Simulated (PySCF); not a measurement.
## `OC[C@@H]1C[C@@H](Cl)[C@H]1Br`, C5H8BrClO

Geometry:
```tsv
atom	x (Å)	y (Å)	z (Å)
O1	1.497	1.277	-0.126
C2	1.625	-0.126	-0.210
C3	0.247	-0.764	-0.079
C4	-0.817	-0.187	-1.032
C5	-1.384	0.624	0.136
Cl6	-3.144	0.625	0.328
C7	-0.553	-0.216	1.115
Br8	-1.536	-1.592	2.061
H9	2.361	1.680	-0.261
H10	2.275	-0.501	0.595
H11	2.064	-0.419	-1.174
H12	0.358	-1.848	-0.106
H13	-0.444	0.399	-1.867
H14	-1.510	-0.945	-1.390
H15	-1.050	1.661	0.134
H16	0.005	0.342	1.865
```

Level of theory: TDDFT B3LYP/def2-SVPD circular dichroism and optical rotation, one conformer, gas phase in PySCF 2.14.0. Geometry: GFN2-xTB.

The molecule is flexible and this is one conformer; a measurement averages over conformers. The calculation is non-relativistic, which matters for the atoms heavier than Zn.

Task: Assign R or S to each stereocentre.

Result: C3 S, C5 R, C7 S.

Task: Which excitations and rotatory strengths does the calculation give?

Result: Rotatory strengths R in 10⁻⁴⁰ esu² cm², velocity form and length form (origin at the centre of mass); f in length form.
```csv
state,E (eV),λ (nm),f,R (velocity),R (length),main
1,5.61,221,0.0007,-2.0,-1.8,HOMO→LUMO 0.96
2,5.68,218,0.002,+1.5,+1.8,HOMO−1→LUMO 0.96
3,6.33,196,0.003,+6.8,+6.4,HOMO−3→LUMO 0.88
4,6.34,195,0.002,-3.2,-3.0,HOMO−2→LUMO 0.87
5,6.61,188,0.0005,+0.6,+0.6,"HOMO→LUMO+1 0.55, HOMO−4→LUMO 0.17"
6,6.73,184,0.007,-8.8,-9.0,"HOMO−1→LUMO+1 0.38, HOMO→LUMO+1 0.35"
7,6.78,183,0.004,+11.4,+11.4,"HOMO−1→LUMO+1 0.46, HOMO−4→LUMO 0.41"
8,7.01,177,0.003,-7.9,-7.6,"HOMO−2→LUMO+1 0.36, HOMO−4→LUMO+1 0.36"
```

Among the states computed, the strongest CD band (largest |R|) is state 7. The largest dissymmetry factor in size, g = 4R/(D+G), with D and G the electric and magnetic dipole strengths, is +0.034 for state 7 (velocity form, f = 0.003), among bands with |R| over 0.5. The mirror image has the same energies and oscillator strengths and all R with the opposite sign.
